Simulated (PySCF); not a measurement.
F₄Re, neutral, multiplicity 4. Atoms are numbered in the order given.

```xyz
5

Re     0.0000     0.0000     0.0000
F      1.8762     0.0000     0.0000
F     -1.8762     0.0000     0.0000
F      0.0000     1.8762     0.0000
F      0.0000    -1.8762     0.0000
```
Charge 0, spin multiplicity 4.

The structure is a stationary point at PBE-D3(BJ)/def2-SVP. The spin state was assumed, not searched. The def2 effective core potentials stand for the cores of Re; spin–orbit coupling is left out.

The numbers are results of PBE-D3(BJ)/def2-SVP (PySCF), not measurements.

Frequencies are harmonic and unscaled.

Modes within 1.5 cm⁻¹ of each other (mostly degenerate sets) share a row, with their intensities summed.

```tsv
mode	ν (cm⁻¹)	IR (km/mol)	moving atoms (share of kinetic energy)
1	117	0.0	F 100 %
2–3	180	29.0	F 88 %, Re 12 %
4	194	14.6	F 71 %, Re 29 %
5	292	0.0	F 100 %
6	656	0.0	F 100 %
7–8	688	367.7	F 83 %, Re 17 %
9	700	0.0	F 100 %
```
